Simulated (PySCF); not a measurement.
Ligands exchanged one at a time, Al Cl-H. Gas-phase values, no solvent. Strings in code marks are SMILES.

Quantity: vertical ionisation energy (energy after one electron is removed minus that of the parent at the parent's geometry), in eV.

Case: `[Cl][AlH][Cl]`. Geometry of `[Cl][AlH][Cl]` (neutral, multiplicity 1, Å):

```xyz
4

Cl     1.8162    -0.8247    -0.1390
Al    -0.0066     0.1431     0.1372
Cl    -1.7316    -1.0182     0.2427
H     -0.0781     1.6998     0.2621
```

**Question.** Estimate the vertical ionisation energy (energy after one electron is removed minus that of the parent at the parent's geometry) that ωB97X-D3(BJ)/def2-TZVP // PBE0-D3(BJ)/def2-TZVP (PySCF) returns for this input.

**Answer.** 12.03 eV.
